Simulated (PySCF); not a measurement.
# Vertical excitation energies

Compound: C₂H₉NOSi.
InChI=1S/C2H9NOSi/c1-3(2)5-4/h4H,5H2,1-2H3

The calculation used TDDFT wB97X-D/def2-SVPD, vertical, gas phase, core orbitals frozen in the response in PySCF. Isolated species at its GFN2-xTB geometry (one conformer only). Torsions of this conformer, `[CH3:1][N:2]([CH3:3])[SiH2:4][OH:5]`: C1–N2–Si4–O5 -169°, H–O5–Si4–N2 53°.

Q: Predict the UV-vis stick spectrum at this level.

A: 

| state | E (eV) | E (hartree) | f | main configurations (H = HOMO, L = LUMO) |
| --- | --- | --- | --- | --- |
| S1 | 6.14 | 0.2255 | 0.013 | H→L (86%) |
| S2 | 6.27 | 0.2305 | 0.020 | H→L+1 (91%) |
| S3 | 7.34 | 0.2699 | 0.023 | H→L+3 (82%) |
| S4 | 7.57 | 0.2782 | 0.016 | H→L+2 (79%) |
| S5 | 7.65 | 0.2811 | 0.057 | H→L+4 (78%) |
| S6 | 7.86 | 0.2890 | 0.022 | H→L+5 (74%), H→L+2 (9%) |
| S7 | 8.02 | 0.2946 | 0.0039 | H-1→L (78%), H-1→L+1 (9%) |
| S8 | 8.26 | 0.3036 | 0.033 | H→L+6 (43%), H→L+7 (39%) |

Triplets (Tamm–Dancoff): T1 5.95 eV, H→L (66%), H→L+1 (18%); T2 6.18 eV, H→L+1 (66%), H→L (18%); T3 7.13 eV, H→L+3 (61%), H→L+5 (12%), H→L+1 (9%).

The lowest singlet lies at 6.14 eV (202 nm, ultraviolet) and is weak; its leading configuration is HOMO→LUMO (86%). The most intense listed level is S5 at 7.65 eV (162 nm, f = 0.057), 1.51 eV above S1. Löwdin shares by element: HOMO nitrogen 55%, carbon 17%, silicon 8% (atoms not listed hold the other 20%); LUMO silicon 32%, oxygen 25%, hydrogen 14% or more, carbon 7% or more (atoms not listed hold the other 23%). Weighted by f, the mean energy of these states is 7.49 eV. The oscillator strengths of these states sum to 0.190; summed over the whole spectrum of an exact calculation they would give the number of electrons, 50 (Thomas–Reiche–Kuhn). Of the 8 states listed, 7 reach f = 0.01 and none stays under 0.0005. No computed singlet lies in the visible range (380 to 750 nm); the lowest, at 202 nm, stands 2.87 eV above its violet end (3.26 eV). Only the lowest 8 singlets were computed, as vertical energies without vibronic structure.
